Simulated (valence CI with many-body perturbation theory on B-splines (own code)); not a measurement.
**Tb XLIV: calculated level list**

Calculated by relativistic CI+MBPT: four valence electrons over a frozen Dirac-Fock core [Ar], radial functions for each j: 7 s, 7 p, 8 d, 6 f, 4 g, 1 h, with the one-electron correlation potential Σ1 (screened to all orders), the two-electron term Σ2, the three-electron term Σ3, Breit, model QED; selected single and double excitations, second order for the rest (own B-spline code, finite nucleus).

The last digits are not significant, and no measured levels were compared; by estimate large intervals hold to a few tenths of a per cent, small ones and those within an open d or f shell to about a per cent. Only levels of the ground parity were solved; by the run's estimate the other parity begins above the list, which can be wrong where configurations are misplaced.

Levels 1 to 31 of 31, with energies above the lowest level, (3d3/2^4) J=0. "Leading %" is the weight of the configuration and term that name the level; weights of strongly mixed levels are sums over their largest components and can fall short. In the jj column 3d3/2^4 stands for four electrons in 3d with j = 3/2.

```tsv
No.	Configuration	Term	J	E (cm⁻¹)	Leading %	Second component	Leading jj
1	3d4	3P	0	0	58	29 % 3d4 5D	3d3/2^4 (98 %)
2	3d4	5D	1	254980	62	38 % 3d4 3P	3d3/2^3 3d5/2 (98 %)
3	3d4	3F	4	339040	30	23 % 3d4 3H	3d3/2^3 3d5/2 (97 %)
4	3d4	5D	2	346500	46	15 % 3d4 3F	3d3/2^3 3d5/2 (87 %)
5	3d4	3F	3	373280	29	26 % 3d4 5D	3d3/2^3 3d5/2 (90 %)
6	3d4	5D	0	571010	65	21 % 3d4 1S	3d3/2^2 3d5/2^2 (97 %)
7	3d4	5D	2	585560	42	23 % 3d4 3F	3d3/2^2 3d5/2^2 (89 %)
8	3d4	3H	4	590570	40	39 % 3d4 5D	3d3/2^2 3d5/2^2 (96 %)
9	3d4	5D	3	604860	47	38 % 3d4 3G	3d3/2^2 3d5/2^2 (88 %)
10	3d4	3H	5	633700	68	32 % 3d4 3G	3d3/2^2 3d5/2^2 (100 %)
11	3d4	3H	6	654150	50	50 % 3d4 1I	3d3/2^2 3d5/2^2 (99 %)
12	3d4	3P	1	659620	45	36 % 3d4 3D	3d3/2^2 3d5/2^2 (93 %)
13	3d4	3G	4	688910	57	37 % 3d4 1G	3d3/2^2 3d5/2^2 (97 %)
14	3d4	3F	3	690860	44	28 % 3d4 3D	3d3/2^2 3d5/2^2 (95 %)
15	3d4	3D	2	700290	35	30 % 3d4 3F	3d3/2^2 3d5/2^2 (95 %)
16	3d4	3F	2	783780	47	29 % 3d4 3P	3d3/2^2 3d5/2^2 (93 %)
17	3d4	3F	4	815620	63	20 % 3d4 1G	3d3/2^2 3d5/2^2 (86 %)
18	3d4	3P	2	896420	42	32 % 3d4 1D	3d3/2^2 3d5/2^2 (88 %)
19	3d4	5D	4	918060	27	26 % 3d4 1G	3d3/2 3d5/2^3 (85 %)
20	3d4	3F	3	922020	45	24 % 3d4 5D	3d3/2 3d5/2^3 (95 %)
21	3d4	3D	1	956580	56	26 % 3d4 3P	3d3/2 3d5/2^3 (95 %)
22	3d4	3G	5	959560	68	32 % 3d4 3H	3d3/2 3d5/2^3 (100 %)
23	3d4	1I	6	966320	50	50 % 3d4 3H	3d3/2 3d5/2^3 (99 %)
24	3d4	3P	0	969440	62	38 % 3d4 1S	3d3/2^2 3d5/2^2 (52 %)
25	3d4	3F	2	1018400	50	39 % 3d4 3P	3d3/2 3d5/2^3 (89 %)
26	3d4	3D	3	1031900	36	36 % 3d4 1F	3d3/2 3d5/2^3 (97 %)
27	3d4	1S	0	1107200	75	20 % 3d4 3P	3d3/2 3d5/2^3 (44 %)
28	3d4	3F	3	1130700	66	31 % 3d4 1F	3d3/2 3d5/2^3 (100 %)
29	3d4	3P	1	1134700	91	7 % 3d4 3D	3d3/2 3d5/2^3 (98 %)
30	3d4	1G	4	1139400	70	21 % 3d4 3F	3d3/2 3d5/2^3 (94 %)
31	3d4	1D	2	1167600	66	24 % 3d4 3P	3d3/2 3d5/2^3 (78 %)
```

The ionisation energy to 3d3 4F_3/2 of the next ion comes out as 3458.6 eV (NIST: 3458 ± 4 eV (theoretical)). All 31 levels together are meant to be complete up to 1214500 cm⁻¹.
